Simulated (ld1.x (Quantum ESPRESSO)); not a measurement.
**An all-electron radial function and its pseudo partner (B)**

Columns: radius, all-electron u(r) and pseudo u(r) of the 2s shell (level -9.39 eV) of boron in the configuration [He] 2s2 2p1; LDA (PZ), non-relativistic, TM scheme, ld1.x (Quantum ESPRESSO) 7.5.

| r (bohr) | all-electron | pseudo |
| --- | --- | --- |
| 0.150 | 0.3065 | -0.0889 |
| 0.300 | 0.2217 | -0.1776 |
| 0.450 | 0.0204 | -0.2661 |
| 0.600 | -0.1912 | -0.3540 |
| 0.750 | -0.3736 | -0.4400 |
| 0.900 | -0.5157 | -0.5218 |
| 1.050 | -0.6173 | -0.5956 |
| 1.200 | -0.6830 | -0.6564 |
| 1.350 | -0.7188 | -0.6991 |
| 1.500 | -0.7309 | -0.7207 |
| 1.650 | -0.7250 | -0.7215 |
| 1.800 | -0.7058 | -0.7052 |
| 1.950 | -0.6773 | -0.6773 |
| 2.100 | -0.6426 | -0.6426 |
| 2.250 | -0.6041 | -0.6041 |
| 2.400 | -0.5636 | -0.5636 |
| 2.550 | -0.5226 | -0.5226 |
| 2.700 | -0.4821 | -0.4821 |
| 2.850 | -0.4427 | -0.4427 |
| 3.000 | -0.4050 | -0.4050 |
| 3.150 | -0.3692 | -0.3692 |
| 3.300 | -0.3357 | -0.3357 |
| 3.450 | -0.3044 | -0.3044 |
| 3.600 | -0.2754 | -0.2754 |
| 3.750 | -0.2487 | -0.2487 |
| 3.900 | -0.2241 | -0.2241 |

How many radial nodes do the two functions have?

The all-electron 2s function has n − l − 1 = 1; the pseudo-wave has 0, since the states of the same l below it are removed with the core.

At about which radius was the pseudo-wave matched?

2.12 bohr. The columns agree to 0.0005 from 1.95 bohr on; several derivatives are matched, so the curves merge somewhat inside the radius.

Is the pseudo-wave norm-conserving?

Yes: the TM scheme keeps the norm inside the radius equal to the all-electron one, which fixes the energy derivative of the logarithmic derivative at the level.
